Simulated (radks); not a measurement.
The oxygen ion O4+, [He] 2s2. Calculated with a radial shooting solver on a logarithmic mesh with Libxc functionals: non-relativistic Kohn-Sham, exchange-only PBE, spin-polarised, spherical densities, point nucleus. Every spin shell is full or empty, so the densities are truly spherical. Functionals are evaluated on that one density, not self-consistently. Rank these orbital-free kinetic functionals by their error against the exact value of the orbitals, and give that value: Thomas-Fermi, von Weizsacker, TF + vW, TF + vW/9, TF + vW/5, LC94, APBEK, revAPBEK, LKT, PG1, Ernzerhof.

Answer. Exact: 68.2000 hartree. From best to worst, with 100 (|E| - |E exact|)/|E exact| (equal figures are ties): revAPBEK +0.08, APBEK -0.70, LC94 -0.73, TF + vW/9 -0.76, Ernzerhof +1.18, TF + vW/5 +7.18, von Weizsacker -10.68, Thomas-Fermi -10.69, PG1 +43.34, LKT +50.56, TF + vW +78.64.
